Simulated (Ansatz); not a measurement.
A nudged elastic band was laid between two geometries of ClFH$_{4}$Si$_{2}$ (8 atoms, charge 0, multiplicity 1).

Computed with RKS B3LYP-D4/def2-SVP (Ansatz).

- movable images: 7
- climbing image: yes
- spring: 0.1 eV/Å²
- optimiser: quadratic models (default)
- start path: IDPP
- force threshold: 0.05 eV/Å
- iteration limit: 60
- end points: relaxed

Initial state:

```xyz
8
Properties=species:S:1:pos:R:3
F -1.599 1.661 0.461
Si -0.128 1.171 -0.061
Si 0.016 -1.168 0.097
Cl 1.942 -1.603 -0.598
H 0.040 1.603 -1.476
H 0.914 1.809 0.791
H -0.976 -1.867 -0.765
H -0.116 -1.662 1.495
```

Final state:

```xyz
8
Properties=species:S:1:pos:R:3
F -0.502 1.806 1.254
Si -0.144 1.162 -0.204
Si 0.045 -1.167 0.046
Cl 1.671 -1.546 1.300
H -1.239 1.515 -1.153
H 1.143 1.745 -0.676
H 0.295 -1.812 -1.275
H -1.178 -1.761 0.652
```

What changes between the two ends?

No bond is made or broken. The dihedral H5–Si2–Si3–H8 goes from 179 to -64°.

What energy profile does the band end with?

The run converged. The highest image is number 4 of 0 to 8, 0.064 eV above the first end and 0.039 eV above the last; the last end lies 0.025 eV above the first. Another band between the same ends (7 images) ends at a top of the same energy, where a vibrational analysis finds 1 clearly imaginary mode.

```tsv
image	path coordinate (Å)	energy (eV)	dihedral H5–Si2–Si3–H8 (°)
0	0.00	0.000	179
1	0.47	0.009	-166
2	0.94	0.030	-151
3	1.42	0.052	-136
4	1.91	0.064	-120
5	2.36	0.060	-106
6	2.82	0.047	-92
7	3.28	0.031	-78
8	3.76	0.025	-64
```

What is the geometry of the highest image?


```xyz
8
Properties=species:S:1:pos:R:3
F -1.197 1.715 0.984
Si -0.136 1.179 -0.138
Si 0.034 -1.171 0.055
Cl 2.030 -1.646 0.446
H -0.649 1.577 -1.480
H 1.185 1.818 0.114
H -0.365 -1.852 -1.209
H -0.811 -1.678 1.172
```

Time of the run: 81 s on 1 CPU thread of a shared host.
